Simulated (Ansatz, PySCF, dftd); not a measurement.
Species: Si2H3, charge 0, doublet. Si2H3 (SMILES [SiH]=[SiH2], doublet).
B3LYP-D3(BJ)/def2-TZVP minimum from Ansatz (a program for electronic structure):
```xyz
5

Si    -1.2264     0.1449    -0.1145
Si     1.0462    -0.0389     0.0964
H     -1.3325    -1.3477     0.1685
H      1.8899    -1.2636     0.0402
H      1.9663     1.1277     0.0447
```
Charge 0, spin multiplicity 2.

Wanted: enthalpy of formation at 298 K (by atomisation, with rigid-rotor harmonic-oscillator terms from PySCF's Hessian at B3LYP-D3(BJ)/def2-TZVP and the atoms' measured values of the G2/97 table; no spin-orbit terms), in kcal/mol. Radicals and triplets start from unrestricted determinants; spin-orbit coupling is neglected. Cores are frozen in correlated methods. Rows without X2C or -DK are non-relativistic. CBS(X,Y): correlation extrapolated as X^-3, Hartree-Fock from the larger set. A bracket is a step between two methods taken in the basis named. The functionals are non-relativistic, so their misses hold any scalar relativity. Double hybrids freeze cores in their MP2 part. 'core' is core correlation in cc-pwCVTZ (1s frozen past Ne), 'X2C' scalar relativity in cc-pVTZ-DK, both at CCSD(T). Where a partner has so few electrons that a lower coupled-cluster level is exact, that level stands in. The UHF reference of H3Si2 ([SiH]=[SiH2], doublet) is spin-contaminated (<S^2> up to 0.19 over the pure value in the sets run).

```csv
level,program,enthalpy of formation at 298 K (kcal/mol),difference against the last row
B2PLYP-D4/def2-TZVPD,Ansatz + dftd4,98.1,4.9
MP2/aug-cc-pV(D+d)Z,Ansatz,124.1,30.9
CCSD(T)/aug-cc-pV(Q+d)Z,Ansatz,95.9,2.7
"CCSD(T)/CBS(aug-cc-pV(T+d)Z,aug-cc-pV(Q+d)Z) + core + X2C",Ansatz,93.8,0.6
CCSDT(Q)/aug-cc-pV(D+d)Z,Ansatz,115.3,22.1
CCSDT(Q)/cc-pV(D+d)Z,Ansatz,118.7,25.5
"CCSD(T)/CBS(cc-pV(T+d)Z,cc-pV(Q+d)Z) + [CCSDT(Q) - CCSD(T)]/cc-pV(D+d)Z + core + X2C",Ansatz,93.0,-0.2
"CCSD(T)/CBS(cc-pV(T+d)Z,cc-pV(Q+d)Z) + [CCSDT(Q) - CCSD(T)]/cc-pV(T+d)Z + core + X2C",Ansatz,93.2,0.0
```
